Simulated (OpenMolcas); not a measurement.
## Cu3+: moving or changing the point charges

Cu3+ among 4 point charges of -3 e arranged as a tetrahedron (Td), 1.98 Å from the ion.

| Property | Result |
| --- | --- |
| Program | OpenMolcas 26.06 |
| Method | CASSCF |
| Basis | ANO-RCC-VDZP [5s4p2d1f] |
| Scalar Hamiltonian | DKH2, point nucleus |
| Active space | 8 electrons in 5 orbitals (3d) |
| State averaging | 2S+1 = 3 even, 10 roots; 2S+1 = 1 even, 15 roots |
| Spin-orbit coupling | RASSI with atomic mean-field integrals over the reference wave functions |

Runs around this geometry, states (labels of Td). Energies in cm-1 above the lowest state or level, χT in cm3 K/mol; under a threefold ground state the first gap can be a small split of the lowest multiplet, not the spin-orbit step; 10Dq and B are least-squares fits to the states below 45000 cm-1, weighted by degeneracy, with a free offset, and given where the rms deviation is under 5 % of |10Dq| (or 100 cm-1) and under 700 cm-1; 10Dq is negative for this site.

| R (Å) | q (e) | Ground state | First state of that spin | 10Dq | B (rms of fit) | First gap with spin-orbit (degeneracies) | χT at 300 K | First state of another spin |
| --- | --- | --- | --- | --- | --- | --- | --- | --- |
| 1.98 | -1.5 | 3T1 | 3T2 710.9 | -856 | 1465 (19) | 212.0 (1, 3) | 3.493 | 1T2 18518 |
| 1.82 | -3 | 3T1 | 3T2 1704 | -2037 | 1455 (38) | 376.3 (1, 3) | 2.888 | 1T2 18848 |
| 1.98 | -3 | 3T1 | 3T2 1240 | -1486 | 1461 (30) | 313.4 (1, 3) | 3.133 | 1T2 18708 |
| 2.11 | -3 | 3T1 | 3T2 960.2 | -1153 | 1463 (24) | 264.5 (1, 3) | 3.312 | 1T2 18610 |

Taking |10Dq| as R^-n, n = -ln(1153 / 2037) / ln(2.11 / 1.82) = 3.8 between the shortest and longest distance. The point-charge formula for a cubic d site gives n = 5.

Scaling the charges by -1.5 / -3 = 0.50 scales |10Dq| by 856 / 1486 = 0.58; with fixed orbitals a first-order splitting would follow the charge.

An orbital triplet at a regular site is open to Jahn-Teller coupling, which can distort the site and quench the lowest spin-orbit gaps and is left out. Without dynamic correlation the repulsion within the d shell is too large (B by tens of per cent), so at a given field states of lower spin stand too high. The ground term spreads over less than 5000 cm-1, several times less than with real ligands, so orbital moments are less quenched and χT lies further from the spin-only value than at real sites. This is an electrostatic model: the charges have no orbitals. No measured value stands beside these numbers.
